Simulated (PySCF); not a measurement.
**Bond length, frequency and bond energy of PrCl by level of theory**

State: quintet, about 2.9 electrons in the 4f shell (Mulliken), real f orbitals that mix terms. Set-up: Pr x2c-SVPall, Cl x2c-SVPall; spin-free X2C with a Gaussian nucleus (PySCF 2.14). De refers to Pr (4f3 6s2) + Cl in their high-spin ground configurations, without counterpoise correction. The functionals are run spin-unrestricted. A positive dipole means Pr(−)Cl(+). Levels whose curve was spin-contaminated or gave no clean fit are not listed.

```csv
Level,Re (Å),ωe (cm⁻¹),De (eV),μ (D),"CPU s a point (SCF and correlation, without the integrals)"
UHF,2.680,286,n/a,-4.92,3.6
UHF-MP2,2.560,324,n/a,n/a,5.9
UHF-SCS-MP2,2.583,317,n/a,n/a,n/a
r²SCAN,2.581,308,5.35,-4.40,9
PBE0,2.580,307,4.94,-4.38,12
B2PLYP,2.590,311,4.60,-4.59,9.9
```

Problem. What does second-order correlation do here, going from UHF to UHF-MP2?

Solution. UHF-MP2 less UHF: -12.0 pm in Re, +13.3 % in ωe. Correlation nearly always deepens the well. The bond shortens, as in weak, metallic or heavy-atom bonds, where dispersion and the correlation of outer-core electrons pull the atoms together.

Correlated steps freeze 23 core orbitals. Spin–orbit coupling is left out, which matters for elements this heavy, above all for dissociation energies. B2PLYP dipoles, levels and charges come from its SCF part alone. The state is the lowest single determinant that the PBE0 search found; with open d or f shells the true ground state can be another one.

The whole job (state search and all levels along the bond) took about 16 min on 2 threads of Arm Neoverse V1 (shared host), peak memory 2.9 GiB.
